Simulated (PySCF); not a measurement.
# Working out the electron affinity of Sb

Sb⁻ [Kr] 4d10 5s2 5p4 (3P) → Sb [Kr] 4d10 5s2 5p3 (4S). All numbers are calculated (PySCF 2.14, a scalar-relativistic core potential, in aug-cc-pVQZ-PP with ECP28MDF (7s7p5d3f2g, 92 functions)). Frozen: 4s2 4p6 4d10. Energies in hartree (1 hartree = 27.21139 eV):

```json
{"part": "UHF", "Sb⁻ (lower)": "-239.276089", "Sb (upper)": "-239.277991"}
{"part": "CCSD correlation", "Sb⁻ (lower)": "-0.107952", "Sb (upper)": "-0.077318"}
{"part": "(T)", "Sb⁻ (lower)": "-0.005240", "Sb (upper)": "-0.003031"}
```

**Question.** What does Hartree-Fock give?

**Answer.** (-239.277991) − (-239.276089) = -0.001902 hartree = -0.052 eV.

**Question.** What do CCSD and CCSD(T) give?

**Answer.** The CCSD correlation energies differ by 0.030634 hartree = 0.834 eV and the triples by 0.002209 hartree = 0.060 eV, so CCSD gives 0.782 eV and CCSD(T) 0.842 eV.

Reference: 1.047 eV (measured; photodetachment measurements, as compiled on the Wikipedia data page of electron affinities), between the lowest levels; spin-orbit coupling is absent from the calculation.

What remains against the reference includes basis incompleteness, the frozen core and higher excitations.
